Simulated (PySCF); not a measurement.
C3H10ClNSi, SMILES CN[C@@H](C)[SiH2]Cl.

Geometry: B3LYP-D3(BJ)/def2-SVP. The structure was generated by enumeration; whether it is a known compound was not checked. The values are those of a single conformer.

Method: B3LYP-D3(BJ)/def2-SVP in PySCF.

Frequencies are harmonic and unscaled.

| mode | ν (cm⁻¹) | IR (km/mol) | moving atoms (share of kinetic energy) |
|---|---|---|---|
| 1 | 61 | 1.4 | C 28 %, H 28 %, Cl 22 %, Si 15 % |
| 2 | 86 | 6.4 | H 32 %, C 23 %, Cl 20 %, N 14 %, Si 11 % |
| 3 | 124 | 0.8 | C 35 %, Si 28 %, H 24 %, Cl 11 % |
| 4 | 192 | 1.1 | H 38 %, C 23 %, Cl 21 %, Si 9 %, N 8 % |
| 5 | 236 | 0.2 | H 63 %, C 23 % |
| 6 | 259 | 0.2 | H 82 %, C 12 % |
| 7 | 291 | 8.7 | H 54 %, N 23 %, C 11 %, Si 9 % |
| 8 | 331 | 4.6 | H 34 %, C 29 %, N 25 %, Si 8 % |
| 9 | 426 | 10.7 | C 46 %, H 38 %, N 13 % |
| 10 | 519 | 96.5 | Si 50 %, Cl 40 % |
| 11 | 578 | 19.4 | H 58 %, Si 25 %, C 14 % |
| 12 | 691 | 28.8 | H 62 %, C 22 %, Si 15 % |
| 13 | 727 | 52.8 | H 69 %, N 17 %, C 13 % |
| 14 | 738 | 4.0 | H 69 %, C 21 % |
| 15 | 874 | 257.5 | H 89 %, Si 9 % |
| 16 | 889 | 3.5 | H 61 %, C 26 %, N 13 % |
| 17 | 953 | 99.5 | H 94 % |
| 18 | 1000 | 3.1 | H 75 %, C 21 % |
| 19 | 1066 | 7.7 | H 59 %, C 39 % |
| 20 | 1068 | 21.7 | C 54 %, H 38 % |
| 21 | 1141 | 1.8 | H 74 %, C 20 % |
| 22 | 1172 | 41.4 | N 40 %, C 34 %, H 25 % |
| 23 | 1221 | 1.2 | H 53 %, C 30 %, N 16 % |
| 24 | 1261 | 9.2 | H 56 %, C 38 % |
| 25 | 1330 | 6.4 | H 77 %, C 20 % |
| 26 | 1393 | 4.1 | H 78 %, C 22 % |
| 27 | 1444 | 3.2 | H 85 %, C 12 % |
| 28 | 1452 | 6.0 | H 83 %, C 12 % |
| 29 | 1465 | 5.7 | H 96 % |
| 30 | 1470 | 5.4 | H 94 % |
| 31 | 1479 | 6.3 | H 95 % |
| 32 | 1497 | 10.6 | H 94 % |
| 33 | 2244 | 78.1 | H 98 % |
| 34 | 2252 | 120.4 | H 96 % |
| 35 | 2938 | 94.4 | H 95 % |
| 36 | 2957 | 36.8 | H 92 % |
| 37 | 3015 | 27.9 | H 97 % |
| 38 | 3067 | 28.8 | H 93 % |
| 39 | 3090 | 22.6 | H 91 %, C 9 % |
| 40 | 3116 | 19.3 | H 90 %, C 10 % |
| 41 | 3123 | 10.4 | H 91 %, C 9 % |
| 42 | 3519 | 1.5 | H 93 % |
